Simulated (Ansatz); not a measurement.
One change: `CC(C)[O][Ge][F]` becomes `CC(C)OBS`.

Ansatz, PBE0-D4/def2-TZVP geometries, multiplicity 1. Each molecule was computed in one conformer, which needn't be the lowest.

Scalar relativity is left out up to krypton.

| property | `CC(C)[O][Ge][F]` |
| --- | --- |
| HOMO energy (B3LYP/def2-TZVPP) / eV | -7.78 |
| LUMO energy (ωB97M-V/def2-TZVPP) / eV | 0.11 |
| HOMO–LUMO gap (PBE0/def2-TZVPP) / eV | 6.10 |
| HOMO–LUMO gap (B3LYP/def2-TZVPP) / eV | 5.68 |
| LUMO energy (PBE/def2-TZVPP) / eV | -2.61 |
| HOMO energy (PBE/def2-TZVPP) / eV | -6.64 |

(1) What does the change do to each property? (An estimate is asked.)

Answers

(1) The calculation gave: 
| property | `CC(C)OBS` | shift |
| --- | --- | --- |
| HOMO energy (B3LYP/def2-TZVPP) / eV | -7.22 | 0.56 |
| LUMO energy (ωB97M-V/def2-TZVPP) / eV | 1.94 | 1.83 |
| HOMO–LUMO gap (PBE0/def2-TZVPP) / eV | 7.53 | 1.43 |
| HOMO–LUMO gap (B3LYP/def2-TZVPP) / eV | 7.06 | 1.38 |
| LUMO energy (PBE/def2-TZVPP) / eV | -0.89 | 1.72 |
| HOMO energy (PBE/def2-TZVPP) / eV | -6.25 | 0.39 |

With PBE0 the HOMO rises by 0.48 eV and the LUMO rises by 1.91 eV, so the gap widens by about 1.43 eV. PBE moves the HOMO by 0.39 eV and ωB97M-V by 0.56 eV.

B3LYP here is the variant with VWN-RPA as its local correlation; programs differ in this.
